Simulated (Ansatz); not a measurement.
CH₆ClSi₂, SMILES `C[Si]([SiH3])Cl` radical. Charge 0, multiplicity 2. The geometry is a stationary point of PBE0-D4/def2-TZVP.

```xyz
10

C    -1.313   -1.124   -0.424
Si   -0.025   -0.527    0.797
Si    1.507    1.023   -0.052
Cl   -1.007    0.331    2.409
H    -0.824   -1.573   -1.292
H    -1.933   -0.290   -0.762
H    -1.961   -1.872    0.036
H     2.467    1.389    1.020
H     0.843    2.258   -0.555
H     2.246    0.385   -1.176
```

Problem. What is the dipole moment at PBE/def2-TZVPP? (An estimate is asked.)

Solution. Ansatz gave: 1.66 D, with components (-0.19, -0.67, -1.51) D in this frame, pointing from negative to positive charge.

Problem. And with r2SCAN, B3LYP, ωB97M-V? (Estimate.)

Solution. Ansatz gave: r2SCAN 1.74 D, B3LYP 1.71 D, ωB97M-V 1.72 D.

Problem. Give the Mulliken charges with PBE, r2SCAN, ωB97M-V in def2-TZVPP. (An estimate is asked.)

Solution. Ansatz gave: 
```json
{"atom": "C1", "PBE": "-0.36", "r2SCAN": "-0.29", "ωB97M-V": "-0.42"}
{"atom": "Si2", "PBE": "0.25", "r2SCAN": "0.30", "ωB97M-V": "0.24"}
{"atom": "Si3", "PBE": "0.09", "r2SCAN": "0.17", "ωB97M-V": "0.05"}
{"atom": "Cl4", "PBE": "-0.22", "r2SCAN": "-0.26", "ωB97M-V": "-0.22"}
{"atom": "H5", "PBE": "0.11", "r2SCAN": "0.08", "ωB97M-V": "0.12"}
{"atom": "H6", "PBE": "0.12", "r2SCAN": "0.09", "ωB97M-V": "0.13"}
{"atom": "H7", "PBE": "0.12", "r2SCAN": "0.09", "ωB97M-V": "0.13"}
{"atom": "H8", "PBE": "-0.03", "r2SCAN": "-0.05", "ωB97M-V": "-0.01"}
{"atom": "H9", "PBE": "-0.04", "r2SCAN": "-0.06", "ωB97M-V": "-0.01"}
{"atom": "H10", "PBE": "-0.04", "r2SCAN": "-0.06", "ωB97M-V": "-0.02"}
```

B3LYP here is the variant with VWN-RPA as its local correlation; programs differ in this.
